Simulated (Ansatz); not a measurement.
Ca₆O₅⁺. The state is a doublet with charge 1. Geometry PBE-D4/def2-SVP, that of the neutral singlet; atoms count from 1.

```xyz
11

Ca   -0.013    1.351   -0.856
Ca    0.175   -1.469    0.645
Ca    2.210   -2.183   -1.676
Ca   -2.050    2.127    1.466
Ca   -1.948    5.010   -0.415
Ca    2.202   -5.053    0.273
O     1.413   -3.178    0.059
O     1.048   -0.522   -1.144
O    -0.318    0.674    1.373
O    -1.236    3.093   -0.248
O    -1.483    0.149    0.524
```

The structure holds one bond between oxygen atoms, so isomers without such links may lie far lower. The structure comes from a short search, and lower isomers may exist.

(1) Estimate the Mulliken populations from the PBE0/def2-SVP orbitals of Ansatz.

(2) Where does the spin sit?

(3) And the Mayer bond orders between bonded heavy atoms (over 0.3)?

## Answers

(1) 
```
atom  charge (e)  spin (α − β)
 Ca1        1.08          0.00
 Ca2        1.08          0.00
 Ca3        0.77          0.05
 Ca4        0.86          0.11
 Ca5        0.45          0.39
 Ca6        0.45          0.45
  O7       -0.87          0.00
  O8       -0.88          0.01
  O9       -0.54          0.00
 O10       -0.87          0.00
 O11       -0.54          0.00
```
Mulliken values and Mayer orders depend strongly on the basis.

(2) Summed by element: Ca 0.99, O 0.01, of 1 unpaired in all. Largest on single atoms: Ca6 0.45, Ca5 0.39, Ca4 0.11.

(3) Ca1–O8 0.64 (2.17 Å); Ca1–O10 0.52 (2.21 Å); Ca2–O7 0.55 (2.19 Å); Ca2–O8 0.44 (2.20 Å); Ca3–Ca6 0.52 (3.47 Å); Ca3–O7 0.53 (2.15 Å); Ca3–O8 0.77 (2.10 Å); Ca4–Ca5 0.54 (3.44 Å); Ca4–O9 0.34 (2.26 Å); Ca4–O10 0.57 (2.13 Å); Ca4–O11 0.34 (2.26 Å); Ca5–O10 0.78 (2.05 Å); Ca6–O7 0.78 (2.05 Å); O9–O11 0.88 (1.53 Å).
